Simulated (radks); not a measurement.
The oxygen anion O2-, [Ne], held by a Watson sphere: a shell of charge +2.84 at radius R that stands for the Madelung well of a crystal (potential energy -2.84/R inside, -2.84/r outside, in hartree with lengths in bohr). Calculated with a radial shooting solver on a logarithmic mesh with Libxc functionals: non-relativistic Kohn-Sham, LB94 model potential, spin-polarised, spherical densities, point nucleus. Response by self-consistent Sternheimer equations with the Hartree and adiabatic LDA kernel. The sphere does not respond.

R (bohr),e(1s) (eV),e(2s) (eV),e(2p) (eV),<r> 2p (bohr),sum of <r^2> (bohr^2),X-ray form factor at sin(theta)/lambda = 0.1 1/angstrom,alpha (bohr^3)
1.79,-542.09,-38.555,-24.312,1.352,17.84,8.816,7.230
2.06,-540.87,-35.889,-21.972,1.415,19.52,8.723,9.441
2.07,-540.82,-35.798,-21.892,1.417,19.58,8.719,9.532
2.31,-539.69,-33.787,-20.068,1.466,20.98,8.646,11.91
2.45,-539.03,-32.744,-19.101,1.492,21.76,8.607,13.49
2.76,-537.62,-30.719,-17.185,1.544,23.41,8.529,17.54
3.53,-534.62,-26.959,-13.500,1.650,27.17,8.375,31.44
3.72,-533.99,-26.235,-12.774,1.672,28.04,8.344,35.87
